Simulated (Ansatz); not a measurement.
C2H6N2, SMILES `C/N=C/N` (charge 0, multiplicity 1).

Method: Ansatz (an electronic-structure program) with HSE06/cc-pVTZ // B3LYP-D3(BJ)/def2-TZVP.

Ansatz 0.2 input:
```yaml
crystal:
  periodic: [false, false, false]
  atoms:
    - { symbol: C, position_ang: [-1.616537, 0.304095, -0.173908] }
    - { symbol: N, position_ang: [-0.246562, 0.388629, 0.276824] }
    - { symbol: C, position_ang: [0.632097, -0.253348, -0.365663] }
    - { symbol: N, position_ang: [1.948939, -0.31173, 0.02168] }
    - { symbol: H, position_ang: [-2.002858, 1.306399, -0.376211] }
    - { symbol: H, position_ang: [-1.743213, -0.304733, -1.081733] }
    - { symbol: H, position_ang: [-2.242191, -0.124968, 0.61353] }
    - { symbol: H, position_ang: [0.409496, -0.853346, -1.258346] }
    - { symbol: H, position_ang: [2.226496, 0.356584, 0.724244] }
    - { symbol: H, position_ang: [2.634324, -0.507586, -0.687541] }
basis:
  gaussian: { orbitals: cc-pVTZ }
hamiltonian:
  xc: hse06
```

Output:

```
Functional definition: HSE06
1062 factors; their error is unknown
102 factors; integrals over basis functions are off by at most 4.7e-7 eV
mean field evaluation 1: about -5138.4753 eV, gradient 6.4e1 eV
mean field evaluation 2: about -5129.2374 eV, gradient 8.8e1 eV
mean field evaluation 4: about -5146.9228 eV, gradient 6.2e0 eV
mean field evaluation 8: about -5146.9869 eV, gradient 3.3e-1 eV
mean field evaluation 16: about -5146.9871 eV, gradient 2.6e-5 eV
mean field -5146.98707672 eV, -189.1482863162 hartree, gradient 2.6e-5 eV, S^2 0.000000; 0 other end points of the search recorded, 0 dependent functions left out
reference -5146.98711450 eV, -189.1482877049 hartree; 16, 16 occupied and 188, 188 virtual orbitals, 1062 factors
Total energy: -5146.98711450 eV, -189.1482877049 hartree
```
